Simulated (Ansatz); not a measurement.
Correlation energies of `[PH3+][In-]([Cl])([Cl])[Cl]` by basis set

Z-matrix (Å, degrees):
```
P
In 1 2.714
H 1 1.408 2 117.7
H 1 1.408 2 117.7 3 -120.0
H 1 1.408 2 117.7 3 120.0
Cl 2 2.326 1 98.7 3 -119.5
Cl 2 2.326 1 98.7 3 0.5
Cl 2 2.326 1 98.7 3 120.5
```

Charge 0, multiplicity 1. Correlated methods include outer-core shells of In, which these sets cover unevenly. In: def2 effective core potential. Geometry: relaxed with PBE0-D4/def2-TZVP. It is one conformer, not always the lowest. Frozen core, restricted reference, Ansatz 0.2.0.

```
     basis      HF (Eh)  MP2 corr.
  def2-SVP  -1909.82471   -0.60345
def2-TZVPP  -1910.42595   -1.00578
def2-QZVPP  -1910.47573   -1.26867
```

Problem. Estimate the CCSD correlation energy and the (T) correction in each basis where they were run (hartree).

Solution. 
| basis | CCSD corr. | (T) |
| --- | --- | --- |
| def2-SVP | -0.66683 | -0.01531 |
| def2-TZVPP | -1.06871 | -0.04201 |
